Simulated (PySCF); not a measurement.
System: C4H5S (charge -1, singlet). It need not be the lowest isomer of its formula. Whether it binds its extra electron was not tested at this geometry. 
Coordinates optimised at B3LYP-D3(BJ)/def2-TZVP (Ansatz):
```xyz
10

C     -1.4020    -0.0637    -0.0788
C     -0.8343    -1.4091    -0.0553
C      0.4952    -1.4255     0.0190
C      1.2992    -0.1127     0.0720
S      0.1026     1.2581     0.0134
H     -1.9418     0.1794    -0.9973
H     -2.0411     0.1685     0.7765
H      1.0988    -2.3359     0.0472
H      1.8979    -0.0427     0.9891
H      1.9965    -0.0319    -0.7717
```
Charge -1, spin multiplicity 1.

Dispersion corrections to the total energy (kcal/mol) from the dftd3 and dftd4 libraries through PySCF: D3(BJ) without and D4 with the three-body term, each with the damping fitted for the functional named.

```tsv
functional	D3(BJ)	D4
CAM-B3LYP	?	-5.44
revPBE	-14.77	-21.63
PW6B95	-2.87	-5.71
r2SCAN	-1.54	-1.55
TPSS	-7.26	?
PBE	-5.74	?
B2GP-PLYP	-3.80	-2.69
```

### Question
What belongs in the gaps?

### Answer

- CAM-B3LYP, D3(BJ): -4.46
- TPSS, D4: -8.82
- PBE, D4: -6.50
